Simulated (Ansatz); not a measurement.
Total energies of the cluster Au₂O (the lowest singlet isomer of a short search) from Ansatz at PBE0-D4/def2-TZVP, gas phase (1 Eh = 27.2114 eV = 2625.5 kJ/mol). The reference geometry is relaxed at r2SCAN-D4/def2-TZVP.

```xyz
3

Au    0.982    0.213    1.180
Au   -1.447    0.057   -0.552
O     0.465   -0.270   -0.628
```

```csv
state,geometry,energy (Eh)
charge 0 singlet,reference,-346.56440
charge 1 doublet,reference,-346.24720
charge 0 triplet,relaxed at r2SCAN-D4/def2-TZVP,-346.52541
charge 0 quintet,relaxed at r2SCAN-D4/def2-TZVP,-346.47338
free Au atom (doublet),–,-135.70229
free O atom (triplet),–,-75.01860
```

In the def2 sets Au takes a core potential; there is no spin–orbit coupling.

Problem. Work out the vertical ionisation energy to the doublet.

Solution. E(charge 1 doublet) − E(charge 0 singlet) = -346.24720 − (-346.56440) = 0.31720 Eh = 8.63 eV. For comparison, −ε of the highest occupied level is 6.98 eV at this level, 1.65 eV less.

Problem. Which of the charge 0 states is lowest, and how far above it are the others?

Solution. The singlet. triplet: -346.52541 − (-346.56440) = 0.03899 Eh = 102.4 kJ/mol; quintet: -346.47338 − (-346.56440) = 0.09102 Eh = 239.0 kJ/mol. The triplet differs in its bonds from the reference.

Problem. What is the binding energy per atom against free atoms?

Solution. Atoms: 2 × (-135.70229) + 1 × (-75.01860) = -346.42318 Eh. Binding: -346.42318 − (-346.56440) = 0.14122 Eh = 3.84 eV, or 1.28 eV for each of 3 atoms (no zero-point energy, no counterpoise term).

The structure comes from a short search, and lower isomers may exist.
